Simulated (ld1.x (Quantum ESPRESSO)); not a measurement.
**Ge (Z = 32), PAW: configuration errors across variants**

- Element: germanium (Ge)
- Generator: ld1.x (Quantum ESPRESSO) 7.5
- Type: PAW
- Functional: LDA (PZ)
- Relativity: non-relativistic
- Frozen core: [Ar]
- Valence charge: 14
- Reference configuration: 3d10 4s2 4p2
- Partial waves: 4s (bound): rcut 1.30, rcutus 1.60 bohr; 4s channel at 0.15 Ry: rcut 1.30, rcutus 1.60 bohr; 4p (bound): rcut 1.70, rcutus 1.95 bohr; 4p channel at 0.85 Ry: rcut 1.70, rcutus 1.95 bohr; 3d (bound): rcut 0.70, rcutus 0.75 bohr; 3d channel at -1.5 Ry: rcut 0.70, rcutus 0.75 bohr
- Local potential: all-electron potential smoothed inside 1.40 bohr (lloc = -2)
- Core correction: Bessel-smoothed model core inside 0.65 bohr
- Augmentation charge: PSQ, inside the norm-conserving radii

All-electron excitation energies from the reference (eV): (1) 3d10 4s2 4p1 7.665; (2) 3d10 4s2 4p0 23.387; (3) 3d10 4s1 4p0 58.054; (4) 3d10 4s2 4p1.5 2.905; (5) 3d10 4s0 4p4 15.555; (6) 3d10 4s1 4p3 7.656; (7) 3d9 4s2 4p3 30.610; (8) 3d10 4s2 4p2 spin -0.561; (9) 3d10 4s2 4p1 spin 7.480.

Spin tests fill each open shell by Hund’s rule, majority spin first.

2 further variants failed, have other tests or another functional or relativity, and are left out.

Errors AE − PS in meV (a dash: test not solved or not reliable):

```tsv
change	(1)	(2)	(3)	(4)	(5)	(6)	(7)	(8)	(9)	bound ghosts
base	0.0	-0.6	-5.9	0.0	-0.8	-0.2	-259	-0.2	-0.2	none
wave 4s channel at 0.15 Ry: rcut 1.30, rcutus 1.60 bohr becomes 4s channel at -0.6 Ry: rcut 1.30, rcutus 1.60 bohr	0.0	-0.7	-6.0	0.0	-0.8	-0.2	-260	-0.2	-0.2	none
waves 4p (bound): rcut 1.70, rcutus 1.90 bohr; 4p channel at 0.85 Ry: rcut 1.70, rcutus 1.90 bohr	0.0	-0.6	-5.9	0.0	-0.8	-0.2	-261	-0.2	-0.2	none
core correction Bessel-smoothed model core inside 0.82 bohr	0.0	-0.6	-5.9	0.0	-0.8	-0.2	-259	-0.2	-0.2	none
waves 3d (bound): rcut 0.54, rcutus 0.58 bohr; 3d channel at -1.5 Ry: rcut 0.54, rcutus 0.58 bohr	–	-0.6	-5.9	0.0	-0.7	-0.2	-257	-0.2	-0.2	none
local potential all-electron potential smoothed inside 1.66 bohr (lloc = -2)	0.0	-0.6	-5.9	0.0	-0.8	-0.2	-277	-0.2	-0.2	none
```

**Question.** Give the same row for: all radii but the core radius scaled by about 1.05 (s 1.68, p 2.04, d 0.78 bohr, rcut 1.36/1.78/0.74); local potential all-electron potential smoothed inside 1.46 bohr (lloc = -2).

**Answer.** 0.0, -0.6, -5.9, 0.0, -0.7, -0.2, -253, -0.2, -0.1; bound ghosts: none.
